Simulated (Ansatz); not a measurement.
A nudged elastic band was laid between two geometries of BF2HS + H4Si (10 atoms, charge 0, multiplicity 1).

Method: RKS B3LYP-D4/def2-SVP (Ansatz).

- movable images: 5
- climbing image: yes
- spring: 5.0 eV/Å²
- optimiser: quadratic models (default)
- start path: through a guess of the saddle point
- force threshold: 0.03 eV/Å
- iteration limit: 60
- end points: relaxed

Image 0:

```xyz
10
Properties=species:S:1:pos:R:3
B 0.600 -1.450 -0.714
S 1.351 -0.925 -2.273
F -0.719 -1.490 -0.612
F 1.319 -1.797 0.341
H 0.046 1.343 -0.003
Si -1.040 1.341 1.019
H 2.625 -1.057 -1.835
H -1.052 2.660 1.715
H -2.352 1.114 0.351
H -0.779 0.260 2.010
```

Image 6:

```xyz
10
Properties=species:S:1:pos:R:3
B -0.138 -1.283 0.354
S 1.015 0.198 -2.115
F -0.892 -2.158 -0.295
F 1.092 -1.683 0.659
H 0.844 1.489 -1.751
Si -0.881 0.491 1.013
H 2.179 0.099 -1.435
H 0.221 1.481 1.205
H -1.863 1.047 0.038
H -1.577 0.320 2.327
```

(1) Which bonds break or form, and what moves?

(2) Give the energies along the band, and the barrier.

(3) What is the geometry of the highest image?

Results:

(1) Bonds broken: B1–S2, H5–Si6. Bonds formed: B1–Si6, S2–H5. BF2HS + H4Si becomes BF2H3Si + H2S.

(2) The run converged. The highest image is number 4 of 0 to 6, 2.07 eV above the first end and 1.29 eV above the last; the last end lies 0.78 eV above the first. Neighbouring images differ by up to 1.6 eV, so the band resolves the path poorly. A vibrational analysis at the climbing image gives one clearly imaginary mode, 945i cm⁻¹: a first-order saddle point. The orbitals stay closed-shell, which can raise the energy where a bond breaks towards radicals; this wasn't checked here.

```csv
image,path coordinate (Å),energy (eV),B1–S2 (Å),H5–Si6 (Å),B1–Si6 (Å)
0,0.00,0.00,1.81,1.49,3.67
1,0.92,0.01,1.81,1.49,3.64
2,1.83,0.07,1.81,1.48,3.41
3,2.75,0.49,1.85,1.51,2.87
4,3.66,2.07,2.17,1.95,2.21
5,4.76,1.00,2.92,2.66,2.04
6,5.85,0.78,3.10,3.41,2.03
```

(3) 
```xyz
10
Properties=species:S:1:pos:R:3
B 0.158 -0.952 -0.153
S 1.039 -0.309 -2.031
F -0.821 -1.819 -0.468
F 1.159 -1.352 0.656
H 0.185 0.305 -0.774
Si -0.805 0.778 0.836
H 2.182 0.088 -1.426
H 0.135 1.874 1.203
H -1.975 1.327 0.096
H -1.257 0.059 2.062
```

Run time: 7.1 min on 2 threads of Arm Neoverse N1, on a shared host, peak memory 0.22 GiB.
